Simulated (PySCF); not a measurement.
Correlation energy of N (nitrogen, neutral)

[He] 2s1 2p3 3s1, high-spin 6S determinant (an excited configuration). Computed with PySCF 2.14 in aug-cc-pCVTZ-DK with one added diffuse shell each of s, p, d, f type (8s7p5d3f, 75 functions), with the spin-free X2C one-electron Hamiltonian (Gaussian nucleus). Frozen: 1s2; 5 electrons correlated.

MP2 pair energies summed by pair of shells (mhartree):

| pair | energy | share (%) |
| --- | --- | --- |
| 2p-2p | -22.67 | 70.9 |
| 2s-2p | -5.60 | 17.5 |
| 2p-3s | -3.51 | 11.0 |
| 2s-3s | -0.22 | 0.7 |

Total MP2 correlation energy: -31.99 mhartree.

Same-spin part -31.99 and opposite-spin part 0.00 mhartree; SCS-MP2 scales them by 1/3 and 6/5 to -10.66 mhartree.
